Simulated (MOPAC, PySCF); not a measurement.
[Ta(OH)5], neutral singlet in the gas phase. 

Cartesian coordinates (Å):
```xyz
11

Ta     0.0419    -0.0853     0.0461
O      0.7425     1.4196     1.0508
H      0.2663     2.0871     1.5570
O     -1.6685     0.6226     0.6737
H     -2.4643     0.1484     0.4013
O      1.0764    -1.3126     1.1076
H      1.6714    -0.9775     1.7911
O      0.8822     0.5649    -1.5590
H      1.4280     1.3614    -1.5271
O     -0.8963    -1.4698    -0.8636
H     -1.5261    -2.0768    -1.2552
```
Charge 0, spin multiplicity 1.

All levels are single points at this geometry (r2SCAN-D4/def2-SVP); Pople sets use spherical d functions. Orbital energies aren't observables, and empty levels follow the basis.

| level | HOMO (eV) | LUMO (eV) | gap (eV) | dipole (D) | vertical IE, Delta-SCF (eV) |
|---|---|---|---|---|---|
| B3LYP-D3(BJ)/def2-TZVP in PySCF | -8.30 | -1.13 | 7.17 | 1.20 | – |
| PBE-D3(BJ)/def2-TZVP in PySCF | -6.89 | -1.72 | 5.17 | 1.16 | – |
| TPSSh-D3(BJ)/def2-TZVP in PySCF | -7.63 | -1.29 | 6.34 | 1.18 | – |
| B3LYP/LANL2DZ in PySCF | -8.27 | -1.51 | 6.76 | 1.67 | – |
| M06-2X/6-31G* (LANL2DZ on Ta) in PySCF | -10.01 | -0.03 | 9.98 | 1.36 | – |
| PBE/6-31G* (LANL2DZ on Ta) in PySCF | -6.58 | -1.68 | 4.90 | 1.31 | – |
| SVWN5/6-31G* (LANL2DZ on Ta) in PySCF | -6.74 | -1.82 | 4.93 | 1.37 | – |
| HF/6-31G* (LANL2DZ on Ta) in PySCF | -12.75 | 2.14 | 14.89 | 1.41 | – |
| PM6 in MOPAC | -9.63 | -0.37 | 9.26 | 1.05 | – |
